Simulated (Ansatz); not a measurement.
CH3F4NbO (`C[O][Nb]([F])([F])([F])[F]`), relaxed with RKS PBE-D4/def2-SVP in the Gaussian-basis code of Ansatz from a rough embedded geometry. The force threshold is 0.03 eV/Å; the program also tests the step.

Charge 0, multiplicity 1. Nb takes the def2 core potential.

Start:

```xyz
10

C     0.750   -1.714   -0.180
O     0.869   -0.284   -0.057
Nb   -0.932    1.005    0.469
F     0.071    1.324   -1.198
F    -0.255    3.284    0.361
F    -2.153    2.476   -0.934
F    -0.460    0.094    2.239
H     1.281   -2.035   -1.065
H    -0.339   -2.010   -0.306
H     1.168   -2.139    0.671
```

**Question.** How much energy does the relaxation release, and in how many steps? (An estimate is asked.)

**Answer.** Computed: 9.31 eV, in 15 steps, 1 of them rejected.

**Question.** Which bonds change most? (Best estimate.)

**Answer.** Computed: Nb3–F5 from 2.379 to 1.879 Å; Nb3–F6 from 2.371 to 1.879 Å; O2–Nb3 from 2.277 to 1.828 Å; Nb3–F7 from 2.047 to 1.890 Å.

**Question.** Give the relaxed structure. (An estimate is asked.)

**Answer.** Ansatz gave: 
```xyz
10

C     0.699   -1.707   -0.163
O     0.181   -0.408   -0.020
Nb   -0.520    1.274    0.126
F    -0.057    2.036   -1.540
F     0.758    2.437    0.863
F    -2.287    1.282   -0.514
F    -1.288    1.238    1.852
H     1.351   -1.750   -1.061
H    -0.133   -2.431   -0.278
H     1.295   -1.971    0.735
```
